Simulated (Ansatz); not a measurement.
`[CH3][Nb](=[O])([OH])[F]` + CH₄ → `[CH3][Nb]([CH3])(=[O])[OH]` + H–F  (formal exchange of groups at the Nb–F bond)

Isolated molecules relaxed with PBE0-D4/def2-TZVP in Ansatz; ΔE leaves out vibrations. CCSD(T)/CBS is the MP2 limit (def2-TZVPP, def2-QZVPP) plus CCSD(T) − MP2 in def2-TZVPP, frozen cores. This one scheme is used for every species. DFT in def2-TZVPP. B3LYP here is the variant with VWN-RPA as its local correlation; programs differ in this. def2 core potentials past Kr. For Nb outer-core shells are correlated without core-valence functions, which leaves a few kJ/mol of doubt a bond. Each species was taken in one conformer, which may not be the lowest.

```tsv
level	ΔE (kcal/mol)
B3LYP	55.0
BHLYP	54.6
RPA@PBE/def2-TZVPP	50.4
MP2/CBS(def2)	48.9
```

**Question.** What does CCSD(T)/CBS give? (Best estimate.)

**Answer.** The calculation gave: +49.6 kcal/mol. The listed levels differ from it by 5.4, 5.0, 0.8, -0.7 kcal/mol.

Largest T1 diagnostic among the species: 0.022, so the coupled-cluster value is less sure than usual.

Leaving LDA and LC-ωPBE aside and taking each functional with its dispersion term where it has one, the values, not all of them listed here, spread over 4.2 kcal/mol, from PBE-QIDH to B97M-V. LDA lies −1.4 kcal/mol from PBE without D4. From BLYP to BHLYP (50 % exact exchange), in def2-TZVPP and without D4, ΔE moves by −1.4 kcal/mol.
